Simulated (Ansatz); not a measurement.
Start from `SC[SiH2][SeH]` and change one atom or group to get `SC[SiH2]S`.

Ansatz, PBE0-D4/def2-TZVP geometries, multiplicity 1. Each molecule was computed in one conformer, which needn't be the lowest.

Scalar relativity is left out up to krypton. Spin–orbit coupling is left out; it splits and shifts lone-pair levels of the heavy atoms by tenths of an eV.

```
                                          property  `SC[SiH2][SeH]`
size of the dipole moment (ωB97M-V/def2-TZVPP) / D             2.34
  size of the dipole moment (B3LYP/def2-TZVPP) / D             2.29
             HOMO–LUMO gap (B3LYP/def2-TZVPP) / eV             6.37
                 LUMO energy (PBE/def2-TZVPP) / eV            -0.85
             LUMO energy (ωB97M-V/def2-TZVPP) / eV             1.74
               HOMO energy (B3LYP/def2-TZVPP) / eV            -6.62
```

Q: Give the same properties after the change, and the shifts. (Best estimate.)

A: The calculation gave: 
```json
{"property": "size of the dipole moment (ωB97M-V/def2-TZVPP) / D", "`SC[SiH2]S`": "0.81", "shift": "-1.53"}
{"property": "size of the dipole moment (B3LYP/def2-TZVPP) / D", "`SC[SiH2]S`": "0.81", "shift": "-1.48"}
{"property": "HOMO–LUMO gap (B3LYP/def2-TZVPP) / eV", "`SC[SiH2]S`": "6.57", "shift": "0.20"}
{"property": "LUMO energy (PBE/def2-TZVPP) / eV", "`SC[SiH2]S`": "-0.74", "shift": "0.11"}
{"property": "LUMO energy (ωB97M-V/def2-TZVPP) / eV", "`SC[SiH2]S`": "1.87", "shift": "0.13"}
{"property": "HOMO energy (B3LYP/def2-TZVPP) / eV", "`SC[SiH2]S`": "-6.66", "shift": "-0.04"}
```

Dipoles are sizes alone; their direction can turn.

B3LYP here is the variant with VWN-RPA as its local correlation; programs differ in this.
